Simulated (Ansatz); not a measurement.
Two isomers of C2H8BNO: A = `CBOCN`, B = `CB(O)CN`.

Calculated with Ansatz (gas phase, PBE0-D4/def2-TZVP geometries, no zero-point term in ΔE). CCSD(T)/CBS is the MP2 limit (def2-TZVPP, def2-QZVPP) plus CCSD(T) − MP2 in def2-TZVPP, frozen cores. DFT in def2-TZVPP. B3LYP here is the variant with VWN-RPA as its local correlation; programs differ in this. Each species was taken in one conformer, which may not be the lowest.

A:

Z-matrix (Å, degrees):
```
C
B 1 1.560
H 1 1.096 2 109.6
H 1 1.092 2 113.4 3 -121.5
H 1 1.095 2 110.6 3 115.8
O 2 1.351 1 119.7 3 120.5
H 2 1.207 1 121.9 3 -60.5
C 6 1.416 2 120.7 1 -175.7
N 8 1.434 6 110.1 2 90.0
H 8 1.094 6 109.9 2 -29.3
H 8 1.097 6 105.2 2 -146.4
H 9 1.009 8 111.8 6 -154.6
H 9 1.011 8 112.5 6 82.2
```

B:

```xyz
13

C     1.293   -0.089   -1.051
B     0.276    0.714   -0.175
O     0.320    2.076   -0.238
C    -0.801    0.021    0.754
N    -0.704   -1.431    0.807
H     1.812   -0.839   -0.446
H     0.761   -0.653   -1.828
H     2.026    0.550   -1.546
H    -0.335    2.507    0.317
H    -0.651    0.414    1.770
H    -1.798    0.395    0.449
H    -1.482   -1.837    1.312
H    -0.715   -1.827   -0.124
```

(1) Which isomer does CCSD(T)/CBS put lower? Give the gap. (Estimate.)

(2) Give E(B) − E(A) in kJ/mol with PBE0-D4, B2PLYP, CCSD(T)/def2-TZVPP, HF/def2-TZVPP, r2SCAN-D4, ωB97M-V, B3LYP. (Best estimate.)

Largest T1 diagnostic: 0.012.

Answers

(1) Computed: B, by 59.9 kJ/mol.

(2) Computed: PBE0-D4 -60.1, B2PLYP -53.8, CCSD(T)/def2-TZVPP -57.6, HF/def2-TZVPP -44.7, r2SCAN-D4 -59.0, ωB97M-V -58.8, B3LYP -50.9. None reverses the order clearly.

In def2-TZVPP, CCSD(T) changes the Hartree–Fock value by −12.9 kJ/mol (the triples alone add −0.2 kJ/mol) and MP2 by −16.9 kJ/mol.
